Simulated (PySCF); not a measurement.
**Ionisation energy of Se³²⁺ by level of theory**

Se³²⁺ 1s2 (1S) → Se³³⁺ 1s1 (2S), as a difference of total energies. All numbers are calculated (PySCF 2.14, scalar relativity by spin-free X2C-1e, in an uncontracted even-tempered set (17 s from 45 bohr⁻², ratio 2.2; 7 p from 68 bohr⁻², ratio 2.4; 4 d from 200 bohr⁻², ratio 2.4; 3 f from 310 bohr⁻², ratio 2.4; 3 g from 460 bohr⁻², ratio 2.4)). Correlated levels: nothing frozen; virtual orbitals above 40 to 60 times the deepest correlated orbital energy dropped. The calculations carry no spin-orbit coupling.

```csv
method,ionisation energy (eV)
UHF,15382.1
MP2 (all electrons),15383.5
SCS-MP2 (all electrons),15383.8
CCSD (all electrons),15383.5
```

For this ion Breit and QED terms and the two-electron picture change, all absent here, outweigh the differences among the correlated methods.

With two correlated electrons CCSD is exact in that space.

For comparison: 15367.5 eV (theoretical estimate listed by NIST; NIST Atomic Spectra Database, ionization energies).
